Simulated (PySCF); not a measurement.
F₄S. Atoms are numbered in the order given.

```xyz
5

F      1.2204     0.0000    -0.6181
S      0.0000     0.0000     0.3866
F      0.0000     1.6541     0.2744
F      0.0000    -1.6541     0.2744
F     -1.2204     0.0000    -0.6181
```

The structure is a stationary point at PBE0-D3(BJ)/def2-SVP.

These are r2SCAN/def2-TZVP (PySCF) values and carry that method's errors.

Atomic charges (e):

| atom | Mulliken | IAO |
|---|---|---|
| F1 | -0.14 | -0.40 |
| S2 | 0.81 | 1.82 |
| F3 | -0.26 | -0.50 |
| F4 | -0.26 | -0.50 |
| F5 | -0.14 | -0.40 |

Computed Mayer and Wiberg (Löwdin basis) orders of the bonds:
| bond | Mayer | Wiberg |
|---|---|---|
| F1–S2 | 1.09 | 1.59 |
| S2–F3 | 0.94 | 1.47 |
| S2–F4 | 0.94 | 1.47 |
| S2–F5 | 1.09 | 1.59 |
